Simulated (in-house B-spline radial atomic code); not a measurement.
The numbers below are computed, except where a source is named.
**Correlation energy from the adiabatic connection: −Z/r, Z = 4, wall at 1 bohr**

Two electrons in a singlet, external potential −Z/r, Z = 4, wall at 1 bohr (atomic units). Full CI in B-splines (partial waves to l = 8, correlation up to 0.6 % small) with the density held fixed gives W(λ) = <V_ee>_λ − U, and E_c is the integral of W(λ) − W(0) from 0 to 1.

| λ | W(λ) − W(0) (hartree) |
| --- | --- |
| 0 | 0.00000 |
| 0.02 | -0.00185 |
| 0.05 | -0.00461 |
| 0.12 | -0.01100 |
| 0.25 | -0.02265 |
| 0.4 | -0.03576 |
| 0.6 | -0.05272 |
| 0.8 | -0.06911 |
| 1 | -0.08494 |

Problem. Integrate the table by the trapezoid rule.

Solution. The strips give -0.00002, -0.00010, -0.00055, -0.00219, -0.00438, -0.00885, -0.01218, -0.01540, which sum to -0.04367 hartree. The direct value, W(1) − W(0) + T_c with T_c = 0.04124, is -0.04370; the curve is convex, so chords lie above it and the trapezoids fall short in size by 0.09 %.

Problem. Now use only three numbers: W(0) = -2.6044, the initial slope W'(0) = -0.09264 (extrapolated from the first points) and the strong-coupling limit of the point-charge-plus-continuum model, W∞ = -3.4079. What do second-order theory and the interpolation W(λ) = W∞ + (W(0) − W∞)/√(1 + 2χλ) of Seidl, Perdew and Levy give?

Solution. Second order keeps the slope alone: E_c = W'(0)/2 = -0.04632, +6 % in size against -0.04370. Matching the slope fixes χ = W'(0)/(W∞ − W(0)) = -0.09264/(-0.80350) = 0.11530. Integrating, with s = √(1 + 2χ) = 1.109320, E_c = −(W(0) − W∞)(s − 1)/(s + 1) = −0.80350 × 0.109320/2.109320 = -0.04164 hartree, -4.7 % in size against the full result. At λ = 1 the formula gives W − W(0) = -0.07918 against -0.08494. Part of the miss can come from the model's W∞.
